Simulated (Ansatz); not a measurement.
# Worked example: SF2 + SiH2(CH3)(SiH2) → SF + CH7FSi2

Species: SF2 (sulfur difluoride) `FSF`, singlet; SiH2(CH3)(SiH2), doublet; SF (Monosulfur monofluoride), doublet; CH7FSi2 `C[SiH2][SiH2]F`, singlet. A radical takes F: the energy is the difference in strength between the S–F bond broken and the Si–F bond made.

Shapes, held fixed at every level: PBE0-D4/def2-TZVP. Flexible molecules stand in one conformer, not always the lowest. Programs: Ansatz 0.2.0. The zero-point and thermal change to 298 K, harmonic and unscaled (PBE0-D4/def2-TZVP), is +5.3 kJ/mol.

At CCSD(T)/CBS estimate; 1 Eh = 2625.50 kJ/mol:

```
        species  energy (Eh)
            SF2  -597.297397
SiH2(CH3)(SiH2)  -620.369631
             SF  -497.482450
        CH7FSi2  -720.276532
```

Work out ΔH(298 K) of the reaction at this level.


1. Products less reactants: (-497.482450) + (-720.276532) − [(-597.297397) + (-620.369631)] = -0.091954 Eh = -241.4 kJ/mol.
2. With the thermal change: -241.4 + (+5.3) = -236.1 kJ/mol.

Other levels give -274.3 (HF/def2-TZVPP) to -200.9 kJ/mol (PBE-D4/def2-TZVPP). No measured value is set beside it here. Open shells run unrestricted. The CBS estimate extrapolates MP2 from def2-TZVPP and def2-QZVPP and adds CCSD(T) − MP2 in the triple-zeta set, cores frozen. The median of the other levels is -248.2 kJ/mol.
